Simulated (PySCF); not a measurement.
Ionisation energy along the 18-electron series

Calculated with PySCF 2.14 and a two-component X2C-1e Hamiltonian (Gaussian nucleus, no Breit or QED terms), each ion in its own even-tempered basis scaled to its charge; GMP2 freezes 1s2 and drops the highest virtual spinors. Values in eV. NIST values: (m) measured, (s) semi-empirical, (t) theoretical.

```
  ion  configuration  GHF (spin-free)  GMP2 (spin-free)  GHF (screened spin-orbit)  GMP2 (screened spin-orbit)          NIST
Cs³⁷⁺           [Ar]           2711.8            2712.6                     2684.9                      2685.8  2683 ± 4 (t)
La³⁹⁺           [Ar]           2982.4            2983.2                     2950.8                      2951.6  2950 ± 4 (t)
```

Q: Fill in the row of Ba³⁸⁺.

A: configuration: [Ar]; GHF (spin-free): 2845.4; GMP2 (spin-free): 2846.2; GHF (screened spin-orbit): 2816.2; GMP2 (screened spin-orbit): 2817.1; NIST: 2814 ± 4 (t).
